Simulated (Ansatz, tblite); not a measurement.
Forces on the cluster GaB₇ at its PBE0-D4/def2-SVP geometry. The state is a singlet with charge 0.

The xTB rows come from tblite. LC-ωPBE has ω = 0.4 bohr⁻¹. The restricted singlet is unstable towards broken spin symmetry at other levels; at LC-ωPBE/def2-TZVP this wasn't settled. The geometry of the singlet was relaxed on an unsound state (restricted singlet, unstable towards broken spin symmetry at other levels and untested here). The structure comes from a short search, and lower isomers may exist.

GFN1-xTB (tblite), largest force 2.51 eV/Å:

```xyz
8
positions Å, forces eV/Å
Ga    1.655    1.592   -0.356    1.790    1.723   -0.386
B    -0.813   -1.616   -0.267   -0.129   -0.130    0.027
B     1.393   -0.255   -1.136   -0.473   -1.115   -0.243
B    -1.172    0.783    1.256   -0.376    0.116    0.326
B    -1.533   -0.636    0.767   -0.134   -0.125    0.032
B     0.021    1.612    0.834   -1.040   -0.343    0.571
B    -0.025   -0.025    0.006    0.329    0.312   -0.067
B     0.473   -1.456   -1.105    0.032   -0.439   -0.259
```

GFN2-xTB (tblite), largest force 1.41 eV/Å:

```
Ga 1.006 0.968 -0.217
B 0.169 0.861 0.336
B -0.973 -1.006 0.174
B 0.369 -0.349 -0.454
B 0.773 0.038 -0.533
B -1.033 -0.925 0.259
B -0.071 -0.068 0.015
B -0.240 0.480 0.420
```

LC-ωPBE/def2-TZVP (Ansatz), largest force 0.94 eV/Å:

```
Ga -0.535 -0.517 0.117
B 0.473 0.506 -0.069
B -0.697 -0.330 0.327
B 0.682 -0.217 -0.607
B 0.519 0.442 -0.139
B -0.405 -0.727 -0.093
B 0.035 0.035 -0.009
B -0.072 0.808 0.473
```
